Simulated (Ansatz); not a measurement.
Reaction (ligand exchange at the Si–C bond): `CC1([SiH3])C[SiH2]1` + `O[SiH](F)[SiH3]` → `F[SiH]([SiH3])O[SiH3]` + `CC1C[SiH2]1`

Gas-phase electronic energies from Ansatz, PBE0-D4/def2-TZVP geometries. CCSD(T)/CBS is the MP2 limit (def2-TZVPP, def2-QZVPP) plus CCSD(T) − MP2 in def2-TZVPP, frozen cores. Functionals use def2-TZVPP. Each species was taken in one conformer, which may not be the lowest.

| level | ΔE (kJ/mol) |
| --- | --- |
| PBE0 | -88.6 |
| SCS-MP2/def2-TZVPP | -96.8 |
| CCSD(T)/def2-TZVPP | -92.4 |
| HF/CBS(def2) | -124.9 |

Task: What does CCSD(T)/CBS give? (An estimate is asked.)

Result: Ansatz gave: -91.9 kJ/mol. The listed levels differ from it by 3.3, -4.9, -0.5, -33.0 kJ/mol.

Largest T1 diagnostic among the species: 0.013.

In def2-TZVPP, CCSD(T) changes the Hartree–Fock value by +30.1 kJ/mol (the triples alone add +4.9 kJ/mol) and MP2 by +33.3 kJ/mol. The D4 term adds +6.1 kJ/mol with B3LYP and +3.1 kJ/mol with PBE0; it sums over pairs of atoms, weighted by their polarisabilities, and B3LYP, whose exchange is more repulsive, gets the larger term. From PBE to PBE0 (25 % exact exchange), in def2-TZVPP and without D4, ΔE moves by −4.7 kJ/mol.

B3LYP here is the variant with VWN-RPA as its local correlation; programs differ in this.
